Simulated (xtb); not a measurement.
hexafluoroantimonate (F6Sb), SMILES [F][Sb-]([F])([F])([F])([F])[F], charge -1. All values are semi-empirical tight-binding results from xtb (GFN2-xTB unless named), good for trends rather than for accurate numbers. The structure is a stationary point at GFN2-xTB.

Optimised geometry:

```xyz
7

F      0.0000    -1.9181     0.0000
Sb     0.0000     0.0000     0.0000
F      0.0000     0.0000    -1.9181
F      1.9181     0.0000     0.0000
F     -1.9181     0.0000     0.0000
F      0.0000     1.9181     0.0000
F      0.0000     0.0000     1.9181
```
Charge -1, spin multiplicity 1.

For metal compounds this method's bond lengths and energies can be far off.

| Item | Result |
|---|---|
| point group as xtb finds it | Oh |
| orbital gap | 8.20 eV |
| zero-point energy | 5.4 kcal/mol |
| G − E(el) at 298.15 K (modified RRHO) | -15.5 kcal/mol |

Computed atomic charges and the Wiberg bond orders between heavy atoms:
charges (e) F1 -0.26, Sb2 0.54, F3 -0.26, F4 -0.26, F5 -0.26, F6 -0.26, F7 -0.26. Bond orders F1–Sb2 0.85, Sb2–F3 0.85, Sb2–F4 0.85, Sb2–F5 0.85, Sb2–F6 0.85, Sb2–F7 0.85.
